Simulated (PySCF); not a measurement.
An excited-state job on `BrB(Br)Br`.

Computed with TDDFT CAM-B3LYP/def2-SVPD, vertical, gas phase, core orbitals frozen in the response (PySCF 2.14.0, density-fitted response routines). Geometry: GFN2-xTB. The input is one job of a driver script: a line of settings, then coordinates in Å.

Input:
```
{"job": {"kind": "uv", "xc": "CAM-B3LYP", "basis": "def2-SVPD", "nstates": 8, "ntriplets": 3}, "charge": 0, "multiplicity": 1}
Br     1.844563    -0.357369    -0.304558
B      0.002743     0.001145    -0.223522
Br    -0.649934     1.685643    -0.738757
Br    -1.187137    -1.324646     0.372342
```

Output:
```
coarse grid: 27176 points
cycle   1  E = -7746.7799343560  dE = -2.588e+00  |g| = 4.135e-01  |ddm| = 2.756e+00
cycle   2  E = -7746.7584997498  dE =  2.143e-02  |g| = 4.994e-01  |ddm| = 1.000e+00
cycle   3  E = -7746.8296190100  dE = -7.112e-02  |g| = 6.134e-02  |ddm| = 5.950e-01
cycle   4  E = -7746.8301533770  dE = -5.344e-04  |g| = 1.295e-02  |ddm| = 5.902e-02
cycle   5  E = -7746.8301941630  dE = -4.079e-05  |g| = 2.218e-03  |ddm| = 2.639e-02
cycle   6  E = -7746.8301955298  dE = -1.367e-06  |g| = 3.945e-04  |ddm| = 4.296e-03
final grid: 50432 points
cycle   7  E = -7746.8301934048  dE = -5.014e-08  |g| = 2.806e-04  |ddm| = 1.140e-03
cycle   8  E = -7746.8301934095  dE = -4.700e-09  |g| = 2.369e-04  |ddm| = 5.471e-04
cycle   9  E = -7746.8301934190  dE = -9.517e-09  |g| = 3.806e-05  |ddm| = 2.397e-04
cycle  10  E = -7746.8301934194  dE = -4.147e-10  |g| = 8.092e-06  |ddm| = 5.491e-05
converged SCF energy = -7746.8301934194

Static polarisability (au): isotropic 76.544, principal 55.755 86.938 86.940

Singlet excitations
state   eV       nm        f      main configurations
  1   4.8598    255.1   0.00000   H->L 0.99
  2   5.6819    218.2   0.00000   H-3->L 0.99
  3   5.6823    218.2   0.00000   H-4->L 0.99
  4   6.1068    203.0   0.14860   H-1->L 0.95
  5   6.1077    203.0   0.14873   H-2->L 0.95
  6   7.1577    173.2   0.00000   H->L+1 0.79
  7   7.6810    161.4   0.00000   H->L+4 0.82, H->L+1 0.10
  8   7.7833    159.3   0.00000   H-1->L+1 0.70, H-1->L+4 0.11

Triplet excitations (Tamm-Dancoff, eV): 4.7122 5.2447 5.2452
```

The SCF starts on a coarse grid where the log names one; the energy can jump when the final grid takes over, and dE then counts from the start density on the new grid. H and L stand for HOMO and LUMO; the number after each pair is its weight.

Q: Give S1 in cm⁻¹ and kJ/mol.

A: 4.8598 eV × 8065.54 = 39197 cm⁻¹; × 96.485 = 468.9 kJ/mol.

Q: How does the lowest singlet excitation compare with the HOMO–LUMO gap?

A: HOMO -9.59 eV and LUMO -1.04 eV give a gap of 8.55 eV; S1 at 4.86 eV lies 3.69 eV below it.

In short: HOMO -9.59 eV, LUMO -1.04 eV; lowest singlet 4.86 eV; lowest triplet 4.71 eV (Tamm–Dancoff); mean polarisability 76.5 au.

 Relativistic effects, spin–orbit coupling among them, are left out although an element past zinc is present.

Q: How long does this job take on Arm Neoverse N1, one thread, no GPU (shared host)?

A: About 28 s.
Labels such as C1 count atoms from 1, the log's own numbers from 0.
